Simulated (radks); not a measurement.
Values are calculated unless marked as measured or tabulated.
Question: Ionisation of neutral krypton, [Kr], to Kr+, [Ar] 3d10 4s2 4p5, under several functionals. Dirac Kohn-Sham, spin-unpolarised, spherical densities, finite nucleus; open shells fill j = l - 1/2 first; a radial shooting solver on a logarithmic mesh with Libxc functionals. Known Delta-SCF values: AM05 14.023 eV. What does OLYP give, and what is its highest occupied eigenvalue?

Answer: 14.011 eV by Delta-SCF; the 4p3/2 eigenvalue is -8.969 eV. NIST: 14.000 eV (measured).

Beside tabulated values, note that spin-unpolarised runs miss the spin-polarisation part of the exchange energy of open shells.
